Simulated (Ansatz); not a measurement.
Relaxation of Cl₃GaH₂O (7 atoms, charge 0, multiplicity 1), to a largest force component of 0.03 eV/Å in at most 50 steps.

All numbers below come from RKS PBE0-D4/def2-SVP in Ansatz 0.2.0.

```xyz
7
Properties=species:S:1:pos:R:3:forces:R:3
Ga 0.100 0.309 -0.064 -0.04 -0.58 1.08
Cl 0.021 0.397 2.143 0.03 0.04 -0.87
Cl 1.936 0.659 -1.055 0.01 0.01 -0.01
Cl -1.749 0.147 -1.098 0.00 0.01 0.00
O 0.115 -2.546 0.748 -0.01 0.92 0.49
H -0.798 -2.805 0.578 -0.07 -0.04 -0.04
H 0.066 -2.124 1.634 0.07 -0.35 -0.64
```

Question: Where does it end, and by what steps?

Answer: The forces met the threshold. After 7 steps the energy has fallen by 0.693 eV; O5 moved furthest, 0.50 Å. Joined: Ga1–O5 (2.97 → 2.07 Å).

| step | energy less start (eV) | largest force component (eV/Å) | accepted |
| --- | --- | --- | --- |
| 0 | 0.0000 | 1.078 | yes |
| 1 | -0.1898 | 1.125 | yes |
| 2 | -0.4255 | 1.075 | yes |
| 3 | -0.5650 | 1.209 | yes |
| 4 | -0.6643 | 0.488 | yes |
| 5 | -0.6848 | 0.258 | yes |
| 6 | -0.6873 | 0.213 | yes |
| 7 | -0.6926 | 0.017 | yes |

```xyz
7
Properties=species:S:1:pos:R:3
Ga 0.087 -0.047 0.147
Cl 0.003 0.576 2.214
Cl 1.879 0.320 -0.958
Cl -1.785 -0.134 -0.926
O 0.125 -2.069 0.602
H -0.682 -2.469 0.240
H 0.063 -2.140 1.567
```

Whether the end is a true minimum wasn't checked by a vibrational analysis.

Run time: 25 s on 2 threads of Arm Neoverse V2 (shared host), peak memory 0.29 GiB.
